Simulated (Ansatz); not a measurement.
Correlation energies of AsBH6, SMILES `[BH3-][AsH3+]` by basis set

```xyz
8

B     0.1602   -1.1338    0.3510
As   -0.1145    0.8058   -0.2497
H    -0.6112   -1.7402   -0.3518
H    -0.1308   -1.0910    1.5216
H     1.3294   -1.3194    0.1157
H     0.1580    1.1658   -1.6875
H    -1.4832    1.4216   -0.1146
H     0.6920    1.8912    0.4153
```

Charge 0, multiplicity 1. Correlated methods include outer-core shells of As, which these sets cover unevenly. Scalar relativity is left out up to krypton. All single points use the PBE0-D4/def2-TZVP geometry. Frozen core, restricted reference, Ansatz 0.2.0.

| basis | HF (Eh) | MP2 corr. | CCSD corr. | (T) | CCSD(T) total |
| --- | --- | --- | --- | --- | --- |
| def2-SVP | -2262.03075 | ? | -0.39787 | ? | ? |
| def2-TZVPP | ? | ? | -0.45858 | -0.01512 | ? |
| def2-QZVPP | -2262.38750 | -0.71465 | – | – | – |

(1) Fill in the withheld values. (An estimate is asked.)

## Answers

(1) Computed: def2-SVP MP2 corr.: -0.36343; def2-SVP (T): -0.01014; def2-SVP CCSD(T) total: -2262.43876; def2-TZVPP HF (Eh): -2262.34046; def2-TZVPP MP2 corr.: -0.42524; def2-TZVPP CCSD(T) total: -2262.81416.
